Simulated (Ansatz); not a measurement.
Ge19AsH36⁻, relaxed as a triplet with UKS PBE-D4/def2-SVP in Ansatz, starting from the PBE-D4/def2-SVP geometry of the charge -1 singlet. Force threshold 0.03 eV/Å.

Single mean-field runs in def2-SVP are fitted with def2-universal-jkfit. The relaxation made no stability test and no search for a lower SCF solution. At PBE-D4/def2-SVP a singlet of charge -1 lies 1.83 eV below the triplet, each at its own geometry.

Start:

Cartesian coordinates in Å:
```
Ge -3.758 -2.559 -0.145
Ge -1.184 -4.222 2.494
As 0.190 -3.004 -1.060
Ge -2.656 -0.463 -3.438
Ge -2.204 1.825 0.071
Ge -1.356 3.011 -3.813
Ge 2.776 -3.526 2.046
Ge 0.306 0.006 1.418
Ge 4.387 -0.109 2.044
Ge 1.180 0.909 -0.658
Ge 0.127 5.070 -0.630
Ge 2.532 3.566 1.997
Ge -4.189 -2.135 -2.514
Ge 1.069 -5.123 2.780
Ge -1.759 -3.939 0.133
Ge -2.862 1.731 -2.343
Ge -0.832 5.209 -2.877
Ge 2.227 -1.182 2.521
Ge 4.521 2.273 2.591
Ge 1.749 3.269 -0.308
H -4.928 -3.367 0.505
H -3.588 -1.234 0.643
H -2.225 -5.181 3.154
H -1.274 -2.865 3.250
H -0.428 -3.361 -2.426
H 0.920 -4.364 -0.995
H -2.927 -0.453 -4.983
H -1.225 -1.069 -3.279
H -3.523 1.026 0.518
H -2.866 3.280 0.228
H -1.894 3.250 -5.264
H 0.033 2.318 -3.995
H 3.032 -3.739 0.525
H 4.109 -3.917 2.767
H -0.863 -1.005 1.294
H -0.029 1.090 2.476
H 4.726 -0.275 0.534
H 5.532 -0.829 2.827
H 0.274 0.661 -1.887
H 2.561 0.215 -0.952
H -0.978 4.975 0.453
H 0.932 6.384 -0.347
H 1.398 3.198 2.998
H 2.863 5.073 2.242
H -4.107 -3.517 -3.242
H -5.671 -1.665 -2.659
H 1.179 -6.471 2.001
H 1.303 -5.465 4.285
H -2.053 -5.371 -0.424
H -4.277 2.193 -2.868
H -2.105 6.111 -2.802
H 0.193 5.995 -3.760
H 2.102 -1.138 4.085
H 4.792 2.415 4.123
H 5.759 2.900 1.875
H 2.989 3.597 -1.208
```

```
         step    energy (eV)  largest force component (eV/Å)  SCF passes
            1  -1134967.4545                           1.008          27
            2  -1134968.0338                           0.636          37
            3  -1134968.2503                           0.162          35
            4  -1134968.3080                           0.272          33
            5  -1134968.4255                           0.192          26
            6  -1134968.4894                           0.143          24
            7  -1134968.5143                           0.117          21
            8  -1134968.5365                           0.113          22
            9  -1134968.5501                           0.064          20
           10  -1134968.5594                           0.045          20
           11  -1134968.5750                           0.087          22
           14  -1134968.5949                           0.099          20
           17  -1134968.6065                           0.079          20
           20  -1134968.6126                           0.065          20
           23  -1134968.6158                           0.046          20
26 (rejected)  -1134968.6124                           0.088          20
           29  -1134968.6229                           0.030          20
           32  -1134968.6262                           0.032          20
35 (rejected)  -1134968.6239                           0.110          19
           38  -1134968.6331                           0.052          19
           41  -1134968.6393                           0.089          20
44 (rejected)  -1134968.6411                           0.075          20
47 (rejected)  -1134968.6427                           0.081          20
           48  -1134968.6455                           0.006          21
```

Force components are those of the run's own axes.

End:

```xyz
56

Ge   -3.417   -2.758   -0.270
Ge   -1.133   -3.726    2.845
As    0.560   -3.106   -0.905
Ge   -1.972   -0.500   -3.325
Ge   -2.923    2.091   -0.280
Ge   -1.624    3.535   -3.753
Ge    2.803   -3.925    2.715
Ge    0.256    0.105    0.917
Ge    4.049   -0.587    1.058
Ge    0.996    1.388   -1.050
Ge   -0.007    4.998   -0.106
Ge    2.894    3.224    1.994
Ge   -3.502   -2.289   -2.667
Ge    0.805   -4.954    3.704
Ge   -1.363   -3.904    0.415
Ge   -2.858    1.693   -2.697
Ge   -1.109    5.412   -2.259
Ge    1.979   -1.544    2.006
Ge    4.703    1.575    2.013
Ge    1.921    3.500   -0.233
H    -4.639   -3.669    0.079
H    -3.624   -1.423    0.499
H    -2.486   -4.280    3.412
H    -1.085   -2.220    3.234
H    -0.003   -3.831   -2.165
H     1.385   -4.354   -0.529
H    -1.800   -0.517   -4.878
H    -0.574   -0.752   -2.699
H    -3.653    0.956    0.510
H    -3.707    3.427   -0.009
H    -2.500    4.121   -4.913
H    -0.315    3.019   -4.417
H     3.032   -4.773    1.412
H     4.010   -4.345    3.656
H    -1.009   -0.680    0.403
H    -0.386    1.206    1.852
H     3.969   -0.358   -0.486
H     5.296   -1.513    1.269
H    -0.110    1.849   -2.068
H     2.062    0.648   -1.914
H    -1.062    4.387    0.863
H     0.354    6.411    0.461
H     1.749    2.778    2.950
H     3.402    4.606    2.521
H    -3.146   -3.587   -3.457
H    -4.946   -1.890   -3.110
H     0.534   -6.464    3.391
H     0.758   -4.835    5.263
H    -1.611   -5.412    0.067
H    -4.324    1.750   -3.263
H    -2.452    6.172   -2.008
H    -0.215    6.401   -3.077
H     2.000   -0.858    3.434
H     5.150    1.400    3.501
H     5.921    2.238    1.282
H     2.967    4.165   -1.186
```

By distances, no bond broke or formed. The bond that changes most is Ge7–Ge18, from 2.45 to 2.62 Å (atoms count from 1).

The force fell under the threshold at step 29, but the optimiser went on and released 0.023 eV more. No frequencies were taken in this run, so the end may be a saddle point.

Run time 4.1 min (11 threads of AMD EPYC 7R13 on a shared host and a whole NVIDIA H100 80GB HBM3).
